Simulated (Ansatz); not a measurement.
`C[SiH](O)O[SiH](O)O` + `[OH][AlH2]` → `O[SiH](O)[O][AlH2]` + `C[SiH](O)O`  (ligand exchange at the Si–O bond)

Computed with Ansatz on PBE0-D4/def2-TZVP structures; ΔE is electronic, products minus reactants. CBS: MP2 limit from def2 TZ/QZ plus the TZ coupled-cluster correction, frozen cores. This one scheme is used for every species. DFT in def2-TZVPP. B3LYP here is the variant with VWN-RPA as its local correlation; programs differ in this. Each species was taken in one conformer, which may not be the lowest.

`C[SiH](O)O[SiH](O)O`:

Cartesian coordinates in Å:
```
C 1.920 0.323 1.860
Si 0.221 0.101 1.172
O -0.539 1.552 1.176
O 0.318 -0.462 -0.379
Si -0.591 -0.393 -1.714
O -1.752 0.735 -1.432
O -1.394 -1.779 -2.043
H 1.870 0.704 2.883
H 2.489 1.035 1.257
H 2.458 -0.628 1.876
H -0.552 -0.906 1.947
H -1.254 1.636 0.535
H 0.282 -0.031 -2.849
H -2.577 0.639 -1.910
H -0.900 -2.527 -2.379
```

`[OH][AlH2]`:

```xyz
5

O    -0.803    0.337    0.850
Al    0.245    0.031   -0.448
H    -0.830   -0.198    1.641
H     1.246   -1.196   -0.376
H     0.142    1.025   -1.667
```

`O[SiH](O)[O][AlH2]`:

```xyz
10

O    -0.032   -2.173    0.267
Si    0.695   -0.760   -0.140
O     0.795   -0.752   -1.769
O    -0.154    0.484    0.450
Al   -0.832    2.023    0.591
H    -0.458   -2.216    1.123
H     2.071   -0.664    0.384
H     0.190   -1.327   -2.241
H    -1.821    2.253    1.800
H    -0.452    3.133   -0.465
```

`C[SiH](O)O`:

Cartesian coordinates in Å:
```
C 0.965 0.263 -0.916
Si -0.372 -0.408 0.175
O 0.249 -0.362 1.700
O -1.780 0.438 0.052
H 1.245 1.276 -0.613
H 1.860 -0.360 -0.854
H 0.639 0.293 -1.958
H -0.777 -1.789 -0.187
H -0.287 -0.734 2.402
H -1.742 1.384 0.197
```

Problem. Is it downhill or uphill in electronic energy at CCSD(T)/CBS, and by how much? (Best estimate.)

Solution. Ansatz gave: Nearly level: ΔE = +0.02 eV.

Problem. What do these levels give: PBE-D4, B3LYP-D4, ωB97M-V, B2PLYP, MP2/def2-TZVPP, SCS-MP2/def2-TZVPP, CCSD/def2-TZVPP, CCSD(T)/def2-TZVPP, HF/def2-QZVPP, SCS-MP2/def2-QZVPP, HF/CBS(def2), MP2/CBS(def2)? (Estimate.)

Solution. Ansatz gave: PBE-D4 0.04, B3LYP-D4 0.04, ωB97M-V 0.03, B2PLYP 0.00, MP2/def2-TZVPP 0.02, SCS-MP2/def2-TZVPP 0.01, CCSD/def2-TZVPP 0.01, CCSD(T)/def2-TZVPP 0.02, HF/def2-QZVPP -0.06, SCS-MP2/def2-QZVPP 0.00, HF/CBS(def2) -0.06, MP2/CBS(def2) 0.02 eV.

Largest T1 diagnostic among the species: 0.012.

In def2-TZVPP, CCSD(T) changes the Hartree–Fock value by +0.08 eV (the triples alone add +0.01 eV) and MP2 by +0.08 eV. The D4 term adds +0.06 eV with B3LYP and +0.04 eV with PBE0; it sums over pairs of atoms, weighted by their polarisabilities, and B3LYP, whose exchange is more repulsive, gets the larger term.
